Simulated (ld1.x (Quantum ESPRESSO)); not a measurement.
What one change does to a pseudopotential (P (Z = 15), TM semilocal)

```json
{"Element": "phosphorus (P)", "Generator": "ld1.x (Quantum ESPRESSO) 7.5", "Type": "norm-conserving Troullier–Martins (semilocal form)", "Functional": "PBE", "Relativity": "scalar-relativistic", "Frozen core": "[Ne]", "Valence charge": "5", "Reference configuration": "3s1.75 3p3.25", "Partial waves": "3s (bound): rc 1.45 bohr; 3p (bound): rc 1.85 bohr; 3d channel at 0.4 Ry: rc 1.55 bohr", "Local potential": "the d channel", "Core correction": "none"}
```

Change: all radii scaled by about 0.92 (s 1.32, p 1.70, d 1.42 bohr).

Cutoffs: the cutoffs (Ry, on a coarse ladder) from which the occupation-weighted sum of valence levels, in a spherical-Bessel basis at the reference potential, stays within 10 and 1 mRy of its value at 400 Ry; they do not see the model core or the augmentation charge, which bear on the density cutoff. Errors are all-electron minus pseudo energies relative to the spin-unpolarised reference configuration.

What does the change do?

The potential gets harder (21 Ry and 50 Ry → 35 Ry and 80 Ry); of the 7 tests that both files solve, the error grows in 5 and shrinks in 0 by more than 15 % and 0.3 meV (median size 0.2 → 1.7 meV); neither file shows a bound ghost. A smaller radius makes the pseudo-wave follow the all-electron one further in, where it bends more sharply, so more plane waves are needed. That the errors move this way runs against the usual rule that smaller radii transfer better. A semilocal file is local in each channel, so a ghost entry of none says nothing of the separable form that plane-wave codes build from it.

```tsv
quantity	base	changed
cutoff, loose	21 Ry	35 Ry
cutoff, tight	50 Ry	80 Ry
loose cutoff by channel (10 mRy a level)	s 18 Ry, p 8 Ry	s 25 Ry, p 8 Ry
bound ghosts	none	none
error for 3s2 3p3, meV [ΔE -2.12 eV]	+0.1	+0.3
error for 3s2 3p2, meV [ΔE 7.61 eV]	+0.3	+1.7
error for 3s2 3p1, meV [ΔE 26.76 eV]	+8.7	+15
error for 3s1 3p4, meV [ΔE 6.41 eV]	+0.2	+2.2
error for 3s0 3p5, meV [ΔE 15.08 eV]	-0.2	+7.5
error for 3s2 3p3.3, meV [ΔE -3.43 eV]	+0.4	+0.4
error for 3s2 3p2.5, meV [ΔE 1.65 eV]	-0.1	+0.4
```
